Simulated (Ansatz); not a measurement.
Stepwise reaction of `[OH][Ge]([F])([F])[Cl]` with water, as a gas-phase model of exchange steps in deposition or etching. ΔE in kJ/mol.

Program: Ansatz. Geometries: PBE0-D4/def2-TZVP. ΔE: electronic, gas phase. CCSD(T)/CBS is the MP2 limit (def2-TZVPP, def2-QZVPP) plus CCSD(T) − MP2 in def2-TZVPP, frozen cores. This one scheme is used for every species. Functionals use def2-TZVPP. B3LYP here is the variant with VWN-RPA as its local correlation; programs differ in this. For Ge outer-core shells are correlated without core-valence functions, which leaves a few kJ/mol of doubt a bond. Scalar relativity is left out up to krypton. One conformer a species, not always the lowest.

| step | reaction | PBE-D4 | B3LYP-D4 | ωB97M-V | CCSD(T)/CBS |
| --- | --- | --- | --- | --- | --- |
| 2 | `[OH][Ge]([OH])([F])[Cl]` + H₂O → `[OH][Ge]([OH])([OH])[Cl]` + H–F | 23.7 | 25.1 | 25.6 | 21.2 |

Question: Give the row of step 1, `[OH][Ge]([F])([F])[Cl]` + H₂O → `[OH][Ge]([OH])([F])[Cl]` + H–F. (Estimate.)

Answer: The calculation gave: 
```csv
step,reaction,PBE-D4,B3LYP-D4,ωB97M-V,CCSD(T)/CBS
1,`[OH][Ge]([F])([F])[Cl]` + H₂O → `[OH][Ge]([OH])([F])[Cl]` + H–F,19.7,20.8,21.0,16.8
```

Question: By hand: ΔE of the 2 steps together at CCSD(T)/CBS.

Answer: (16.8) + (21.2) = 38.0 kJ/mol, or 19.0 kJ/mol a step.

In ΔE the steps differ by no more than 4.4 kJ/mol. All are uphill at CCSD(T)/CBS. PBE-D4 differs from CCSD(T)/CBS by 2.5 to 2.9 kJ/mol a step. Only this route is followed, and other bonds may react first. Isolated molecules leave out the surface, adducts and barriers. Largest T1 diagnostic: 0.012.
